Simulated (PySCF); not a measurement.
Structure problem from calculated spectra and properties.

Formula: C4H2BF3O2.

- UV, strongest line: among the 10 lowest singlet transitions: S5 at 6.92 eV (179 nm, f = 0.392) [TDDFT wB97X-D/def2-SVPD]
- Couplings: largest of the computed one-bond spin–spin couplings (means over like bonds): 19F–13C -377.3, 19F–13C -368.9, 19F–13C -295.3, 13C–11B +126.3, 17O–1H -83.6 (×2), 17O–11B -12.7 (×2) Hz [B3LYP/pcJ-1, spin–dipole term left out for some pairs]
- Dipole: 1.87 D [wB97X-D/def2-SVPD]
- Triplet: lowest triplet excitation (Tamm–Dancoff): 3.48 eV [TDA wB97X-D/def2-SVPD]
- NMR, other nuclei: isotropic shieldings of nuclei other than C and H, by class: 80 (1 B), 202 (2 O), 260 (1 F), 286 (1 F), 371 (1 F) ppm [GIAO PBE0/pcSseg-1]
- 13C NMR: chemical shifts (computed TMS as zero) by class: 170.1 (1 C), 120.9 (1 C), 111.8 (1 C), 87.9 (1 C) ppm [GIAO PBE0/pcSseg-1]
- UV, first state: lowest singlet excitation: 4.47 eV (277 nm, f = 0.005) [TDDFT wB97X-D/def2-SVPD]
- Rotational structure: rotational constants A, B, C: 2.882, 0.498, 0.459 GHz [PBE0-D3(BJ)/def2-SVP]
- 1H NMR: chemical shifts (computed TMS as zero) by class: 4.22 (2 H) ppm [GIAO PBE0/pcSseg-1]

Gas-phase values; electronic properties from PySCF, density fitting. Levels stand in brackets. Geometry: PBE0-D3(BJ)/def2-SVP, one conformer, isolated molecule. Each NMR value is the plain mean over a class of atoms that symmetry, rotation or inversion makes alike.

Question: Propose a structure and show how it fits.

Answer: Numbering: `[OH:1][B:2]([OH:3])[C:4]#[C:5][C:6]([F:7])=[C:8]([F:9])[F:10]`. 4 carbons fall into 4 classes; from least to most shielded: =CF2 carbon [C8] (170.1 ppm), vinylic C–F carbon [C6] (120.9 ppm), alkyne carbon [C4] (111.8 ppm), alkyne carbon [C5] (87.9 ppm). All hydrogens form one class (4.22 ppm): hydroxyl hydrogen. The other shieldings belong to: 80 ppm, three-coordinate boron [B2]; 202 ppm, boron-bound oxygen [O1/O3]; 260 ppm, vinyl fluorine [F10]; 286 ppm, vinyl fluorine [F9]; 371 ppm, vinyl fluorine [F7]. The couplings run between: -377.3 Hz, vinyl fluorine [F10] and =CF2 carbon [C8]; -368.9 Hz, vinyl fluorine [F9] and =CF2 carbon [C8]; -295.3 Hz, vinyl fluorine [F7] and vinylic C–F carbon [C6]; +126.3 Hz, alkyne carbon [C4] and three-coordinate boron [B2]; -83.6 Hz, boron-bound oxygen [O1] and its hydrogen (with 1 like pair); -12.7 Hz, boron-bound oxygen [O1] and three-coordinate boron [B2] (with 1 like pair). The optimised geometry has point group C1 and is an asymmetric top. Structure: `OB(O)C#CC(F)=C(F)F`. The assignments are read from this structure; whether some other isomer fits the data as well wasn't checked.

Conformer computed: `[OH:1][B:2]([OH:3])[C:4]#[C:5][C:6]([F:7])=[C:8]([F:9])[F:10]`: H–O1–B2–O3 180°, H–O3–B2–O1 0°.
